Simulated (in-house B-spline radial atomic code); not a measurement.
RPA and G0W0 on CAM-B3LYP: Tc⁴¹⁺

Configuration 1s2, mean-field start CAM-B3LYP. Computed with an all-electron radial atomic-structure program (B-spline basis): all electrons, non-relativistic, point nucleus, each spin shell either full or empty, empty states to l = 9 with an (l + 1/2)⁻⁴ tail; G0W0 by contour deformation at full frequency.

Without relativity these are model numbers: it shifts the levels of so heavy an element strongly and can reorder them.

Relativity, left out, deepens the 1s level by about Z⁴α²/8 hartree.

Command:
```bash
python run_gw.py task.json out
```
Settings (radii: box in bohr, nucleus in fm):
```
Z                        43
electrons                2
configuration            1s2
hamiltonian              nr
method                   camb3lyp
lmax                     9
spin_polarised           False
box_radius               2.42
intervals                45
ion_configuration        1s1
```

Time taken, with all properties: 1.1 s on 1 thread of Arm Neoverse N1, on a shared host.

Energies (hartree):

```csv
term,value
mean-field total,-1822.07774
Hartree-Fock functional on these orbitals,-1822.23521
direct second order,-0.093182
second-order exchange,0.046592
SOSEX correction,0.046315
```

(1) What is the RPA correlation energy, and what remains with SOSEX?

Quasi-particle levels (eV):

```tsv
level	occupied	mean field	Σx - vxc	Σc	QP weight	G0W0
1s	yes	-24215.75	-214.50	?	?	?
2s	no	-5972.19	144.39	-0.25	1.000	-5828.05
```

G0W0 = mean field + (Σx - vxc) + Σc, with Σc (partial-wave tail included) taken at the quasi-particle energy.

(2) Where does G0W0 put 1s?

(3) What does it cost to remove one electron (to 1s1) by differences of total energies, each species on its own start (correlation terms add to the Hartree-Fock functional)?

## Answers

(1) RPA gives -0.092628 hartree (-1.26 eV per electron); RPA + SOSEX gives -0.046313, and the second-order doubles -0.04659 hartree (no singles). SOSEX takes back 50 % of the RPA value, the self-correlation of each of the two electrons.

(2) At -24429.76 eV, with Σc = 0.49 eV and a quasi-particle weight of 1.000. The tabulated removal energy is 25004.531 ± 0.01 eV (NIST, tabulated theory); the calculation leaves out relativity, Breit and QED terms, and what these don't explain is the method's own error.

(3) CAM-B3LYP 24427.52 eV, Hartree-Fock functional 24428.63 eV, + RPA 24430.52 eV, + RPA + SOSEX 24429.89 eV, + second order 24429.90 eV. Tabulated: 25004.531 ± 0.01 eV (NIST, tabulated theory); the calculation leaves out relativity, Breit and QED terms, and what these don't explain is the method's own error.
